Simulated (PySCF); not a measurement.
Si(CF3)(H)2(Me) (C2H5F3Si), SMILES C[SiH2]C(F)(F)F.

Geometry: B3LYP-D3(BJ)/def2-SVP.

Two levels are set side by side: TDA-PBE/def2-SVPD (PySCF) and TDA-LC-ωPBE/def2-SVPD (PySCF). Vertical, same geometry. The lowest singlet is HOMO→LUMO 92 % with PBE and HOMO→LUMO 40 %, HOMO−1→LUMO+1 10 %, HOMO→LUMO+5 8 %, HOMO→LUMO+2 7 % with the other functional; states are paired by order. Differences are taken from unrounded values.

| quantity | TDA-LC-ωPBE | TDA-PBE | TDA-PBE minus TDA-LC-ωPBE |
|---|---|---|---|
| lowest singlet excitation (eV) | 9.27 | 7.50 | -1.77 |
| lowest triplet excitation (TDA) (eV) | 8.44 | 7.13 | -1.31 |
| first bright state (f over 0.05) (eV) | 9.46 | 8.17 | -1.29 |
| its oscillator strength | 0.10 | 0.07 | -0.03 |

Functionals without exact exchange tend to place singlet excitations lower, as here. Differences between two approximate levels are no errors against the true value.

Rough cost on one machine, each run with all the roots and properties that it gave: TDA-LC-ωPBE against TDA-PBE about 3 times.
